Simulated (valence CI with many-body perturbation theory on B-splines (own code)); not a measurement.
# Valence orbitals of La²⁵⁺

Level of theory: configuration interaction combined with many-body perturbation theory (CI+MBPT): four valence electrons over a frozen Dirac-Fock core [Ar] 3d10, a basis of 11 s, 11 p, 10 d, 8 f, 5 g, 2 h functions for each j, with the one-electron correlation potential Σ1 (screened to all orders), the two-electron term Σ2, the three-electron term Σ3, Breit, model QED; selected single and double excitations, second order for the rest, scaled by the run's own slope (own B-spline code, finite nucleus).

No measured spectrum was set against this ion. As an estimate, levels hold to about 250 cm⁻¹ or 0.2 % of their energy and the worst to 1 %, as in measured heavy ions of charge 2 to 7; those with d or f electrons hold less well. Among the levels kept, up to 500 cm⁻¹ of a level comes from second order outside the variational space, and about a tenth of that is noise between levels of different J, which matters for small intervals.

These are the spectroscopic orbitals of the CI (the correlating ones are not listed), shaped by the core and the other valence electrons. h is the expectation value of the core's Dirac-Fock operator, without the valence repulsion; Σ1 is computed up to l = 3 at one energy for each symmetry, that of its lowest orbital but kept below the first core excitation, so for empty shells it is not the orbital's own correlation shift; Breit and QED include the response of the core.

```tsv
Orbital	h (hartree)	Σ1 (cm⁻¹)	Breit (cm⁻¹)	QED (cm⁻¹)	⟨r⟩ (bohr)
4s1/2	-38.137	-12595	4218	3178	0.5918
5s1/2	-22.355	-4345	1810	1381	1.018
6s1/2	-14.704	-2051	922	713	1.565
7s1/2	-10.411	-1152	539	418	2.224
8s1/2	-7.7585	-716	343	267	2.998
9s1/2	-6.0051	-477	232	180	3.887
4p1/2	-35.952	-12821	6559	-74.8	0.5968
5p1/2	-21.315	-4495	2835	-30.5	1.041
6p1/2	-14.137	-2182	1489	-15.6	1.599
7p1/2	-10.068	-1243	883	-9.1	2.272
8p1/2	-7.5362	-779	567	-5.8	3.060
9p1/2	-5.8527	-523	386	-3.9	3.963
4p3/2	-35.034	-11727	4074	239	0.6140
5p3/2	-20.898	-4230	1768	106	1.063
6p3/2	-13.912	-2078	982	56.4	1.626
7p3/2	-9.9329	-1192	584	33.7	2.304
8p3/2	-7.4484	-751	376	21.7	3.097
9p3/2	-5.7925	-505	256	14.8	4.005
4d3/2	-31.5	-12361	2595	-179	0.6165
5d3/2	-19.247	-4551	1174	-77.5	1.093
6d3/2	-13.011	-2294	640	-41.6	1.680
7d3/2	-9.387	-1335	388	-25.0	2.381
8d3/2	-7.0926	-850	253	-16.2	3.198
4d5/2	-31.311	-11995	1524	-72.5	0.6211
5d5/2	-19.158	-4426	667	-30.1	1.098
6d5/2	-12.962	-2232	363	-15.8	1.687
7d5/2	-9.3568	-1300	218	-9.3	2.390
8d5/2	-7.0727	-828	142	-6.0	3.208
4f5/2	-27.546	-11547	728	-79.1	0.5962
5f5/2	-17.501	-3840	342	-39.8	1.103
6f5/2	-12.07	-1894	186	-22.6	1.717
7f5/2	-8.8187	-1099	113	-14.0	2.446
4f7/2	-27.513	-11303	161	-50.3	0.5976
5f7/2	-17.481	-3752	76.7	-24.8	1.105
6f7/2	-12.058	-1851	42.7	-13.9	1.720
7f7/2	-8.8106	-1075	25.9	-8.6	2.449
5g7/2	-16.772		14.2	-5.8	1.028
6g7/2	-11.65		12.8	-4.1	1.655
7g7/2	-8.5562		9.6	-2.9	2.398
5g9/2	-16.765		-11.9	0.2	1.029
6g9/2	-11.646		-10.3	-0.7	1.656
7g9/2	-8.5535		-7.7	-0.7	2.399
6h9/2	-11.573				1.493
6h11/2	-11.57				1.494
```

Among the shells of the start configuration 4s2 4p2, Σ1 is largest in size for 4p1/2, where it is 0.16 % of h.

Lowest root of each symmetry, sizes in configuration state functions:

```
J  Parity  Roots  Reference  Variational  Second order  Change by selected CI (cm⁻¹)  Change by second order (cm⁻¹)
0    even     12         43        26188         80807                         -4244                             -1
1    even     18         90        31998        285646                         -3710                            -59
2    even     27        132        31924        521663                         -4249                            -87
3    even     19        113        31955        521290                         -3936                           -112
4    even     13         94        31737        567700                         -3001                            -66
5    even      4         53        31996        411885                         -3966                            -64
0     odd     10         44        28606         78106                         -5438                             -2
1     odd     22        118        31987        301225                         -4677                            -52
2     odd     29        151        31922        432244                         -3367                            -87
3     odd     24        143        31961        497454                         -3534                           -172
4     odd     15        109        31983        479054                         -5431                           -192
5     odd      6         67        31992        386451                         -4910                           -131
6     odd      2         32        29503        266390                         -6720                            -60
```
